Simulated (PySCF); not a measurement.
A spin–spin coupling run with PySCF (density fitting, non-relativistic, gas phase) on Ge(GeH3)H3, Ge₂H₆:

```
{"job": {"kind": "j", "xc": "PBE", "basis": "pcJ-1"}, "charge": 0, "multiplicity": 1}
Ge    -0.001523     0.009135    -1.210840
Ge     0.000989    -0.008777     1.210894
H      0.833304     1.167700     1.753582
H      0.608417    -1.323095     1.735084
H     -1.436312     0.116547     1.749021
H      1.441989    -0.013010    -1.746400
H     -0.701012     1.276015    -1.737043
H     -0.745853    -1.224515    -1.754288
```

Hardware: 1 thread of an x86-64 server CPU, shared host. The job also computes field gradients.

Task: How large is the calculation?

Result: 70 electrons, 142 basis functions and 810 auxiliary functions.

Task: How long does it take?

Result: 15 s of wall time, with 11 SCF cycles. Times on a shared host scatter by some tens of per cent.

Task: And these other runs on the same molecule and hardware: GIAO shielding at B3LYP/pcSseg-1 (pcSseg-2 on Ge); GIAO shielding at PBE/pcSseg-1 (pcSseg-2 on Ge); GIAO shielding at PBE0/pcSseg-1 (pcSseg-2 on Ge)?

Result: B3LYP/pcSseg-1 (pcSseg-2 on Ge): 156 functions, 13 s; PBE/pcSseg-1 (pcSseg-2 on Ge): 156 functions, 16 s; PBE0/pcSseg-1 (pcSseg-2 on Ge): 156 functions, 15 s.
